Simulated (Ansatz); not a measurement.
Computed with Ansatz on PBE0-D4/def2-TZVP structures; ΔE is electronic, products minus reactants. CBS: MP2 limit from def2 TZ/QZ plus the TZ coupled-cluster correction, frozen cores. DFT in def2-TZVPP. One conformer a species, not always the lowest.

`BC[SiH](C)F` → `CB(C)[SiH2]F`  (isomerisation)

CCSD(T)/CBS gives +0.44 eV.

Another level gave +0.30 eV. Which?
A. HF/def2-TZVPP
B. PBE-D4/def2-TZVPP
C. ωB97X-V/def2-TZVPP
D. PBE0/def2-TZVPP

B. PBE-D4 0.30, HF/def2-TZVPP 0.46, PBE0 0.34, ωB97X-V 0.40 eV.

Largest T1 diagnostic among the species: 0.011.

From PBE to PBE0 (25 % exact exchange), in def2-TZVPP and without D4, ΔE moves by +0.06 eV.
